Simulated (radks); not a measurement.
The numbers below are computed, except where a source is named.
Ionisation of neutral aluminium, [Ne] 3s2 3p1, to Al+, [Ne] 3s2, under several functionals. Scalar-relativistic Kohn-Sham, spin-polarised, spherical densities, finite nucleus; open shells are filled with parallel spins first; a radial shooting solver on a logarithmic mesh with Libxc functionals. The NIST Atomic Spectra Database gives 5.986 eV (measured). Rank these functionals by the error of their Delta-SCF ionisation energy: LDA (Slater exchange, VWN5 correlation); Wu-Cohen GGA; AM05; revPBE; RPBE; r2SCAN; exchange-only PBE; BP86; exchange-only r2SCAN.

Answer. From best to worst: LDA (Slater exchange, VWN5 correlation) 5.992 eV (+0.006); RPBE 5.955 eV (-0.031); revPBE 5.944 eV (-0.041); Wu-Cohen GGA 5.936 eV (-0.050); BP86 6.037 eV (+0.052); r2SCAN 5.898 eV (-0.088); AM05 5.892 eV (-0.094); exchange-only PBE 5.344 eV (-0.641); exchange-only r2SCAN 5.235 eV (-0.751). Open shells are spherical and high-spin; term and fine-structure splittings are not resolved.
